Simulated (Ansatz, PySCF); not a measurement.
C₄H₄S, charge -1, doublet (typed; the unrestricted solution is spin-contaminated), at a GFN2-xTB geometry (a state made from the parent by changing its charge; the spin is typed, not shown lowest) (in this run its highest filled SCF level lies above zero, so its values depend strongly on the basis, on diffuse functions most of all). Base run: HF/def2-SVPD in PySCF.

Geometry (Å):
```xyz
9

C      0.3786    -1.4080     0.1708
C     -0.9640    -1.0875     0.2072
C     -1.2303     0.2474    -0.1097
S      0.2779     1.1848    -0.1794
C      1.2196    -0.2930     0.1166
H      0.7726    -2.4146     0.2699
H     -1.7624    -1.8049     0.3692
H     -2.1306     0.7947     0.1310
H      2.2503    -0.2843    -0.2083
```
Charge -1, spin multiplicity 2.
Orbitals are unrestricted.
All else is at PySCF's defaults.

The same geometry, method and basis name were run in Ansatz (a quantum-chemistry and plane-wave program) and PySCF, at each program's defaults and at the settings that a row names. The base is PySCF at its defaults. Differences at the defaults can come from grids, fitting, cores and function types together.

| code and settings | ΔE vs base (mEh) | basis functions | E (Eh) | SCF cycles |
|---|---|---|---|---|
| PySCF, defaults (exact integrals, spherical functions) | 0.000 | 139 | -551.00502 | 16 |
| Ansatz, defaults (factorised integrals, spherical functions) | 0.035 | 139 | -551.00499 | - |
| PySCF, density fitting with def2-universal-jkfit | 0.153 | 139 | -551.00487 | 16 |
| Ansatz, high accuracy | 0.000 | 139 | -551.00502 | - |

Open shells are given as the SCF converged; they aren't shown to be the lowest states, and a large step between rows can be another state.
